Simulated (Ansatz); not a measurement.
Job for Ansatz (a program for electronic structure): U-wB97M-V/def2-TZVPP on C (SMILES [C]).

Ansatz 0.2 input:
```yaml
crystal:
  periodic: [false, false, false]
  atoms:
    - {symbol: C, position_ang: [0.00000000, 0.00000000, 0.00000000]}
basis:
  gaussian:
    orbitals: def2-TZVPP
hamiltonian:
  xc: {name: wB97M-V}
magnetization: {spin_polarized: true, initial_magnetization: 2}
```

Program output:

```
WARN ansatz: RAYON_NUM_THREADS=1 ignored (pool sized by the plan → 1); use --threads N
Functional definition: wB97M-V
integrals: 0.00 GiB planned
180 factors; their error is unknown
integrals: 0.04 GiB planned
39 factors; integrals over basis functions are off by at most 3.8e-5 eV
mean field: 0.08 GiB planned
mean field evaluation 1: about -1029.7863 eV, gradient 3.6e0 eV
mean field evaluation 2: about -1029.8479 eV, gradient 7.4e-1 eV
mean field evaluation 4: about -1029.8530 eV, gradient 2.8e-2 eV
mean field evaluation 8: about -1029.8526 eV, gradient 1.5e-3 eV
mean field -1029.85264801 eV, -37.8463867550 hartree, gradient 7.0e-5 eV, S^2 2.002195; 0 other end points of the search recorded, 0 dependent functions left out
reference -1029.85267268 eV, -37.8463876618 hartree; 4, 2 occupied and 27, 29 virtual orbitals, 180 factors
Total energy: -1029.85267268 eV, -37.8463876618 hartree
```

The calculation finished and met its thresholds.

Cost: roughly 0.5 core-seconds.
